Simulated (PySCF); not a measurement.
PySCF job for HSSi, SMILES [SH+]=[Si] (connectivity only; charge and spin as stated), charge +1, multiplicity 1, B3LYP/pcSseg-2. Coordinates come from a B3LYP-D3(BJ)/def2-TZVP optimisation. The isomer is the one that the SMILES or the coordinates give; other isomers of the formula were not compared.

```python
import numpy as np
from pyscf import gto, scf, dft
from pyscf.prop.nmr import rks as nmr

mol = gto.M(
    atom='''
    Si    0.00073431    1.13166081    0.00000000
    S    -0.08077840   -0.93098313    0.00000000
    H     1.28217416   -0.94752113    0.00000000
    ''',
    basis='pcSseg-2',
    charge=1,
    spin=0,
    max_memory=1600,
    verbose=3,
)
mf = dft.RKS(mol, xc='b3lyp')
mf.grids.level = 3
mf.conv_tol = 1e-10
mf.max_cycle = 100
mf.kernel()
n = nmr.NMR(mf)
n.verbose = 2
n.max_cycle_cphf = 60
sigma = n.kernel()
print('atom   isotropic/ppm   span/ppm')
for i, s in enumerate(sigma):
    w = np.linalg.eigvalsh((s + s.T) / 2)
    print(f'{mol.atom_symbol(i):2s}{i + 1:3d} {w.mean():14.3f} {w[2] - w[0]:11.3f}')
```

Log of the run:

```
converged SCF energy = -688.040728854424
atom   isotropic/ppm   span/ppm
Si  1       -237.290    1433.921
S   2         57.901    1657.291
H   3         25.076       3.909
```

The run converged.

Cost: very roughly 8 core-seconds.
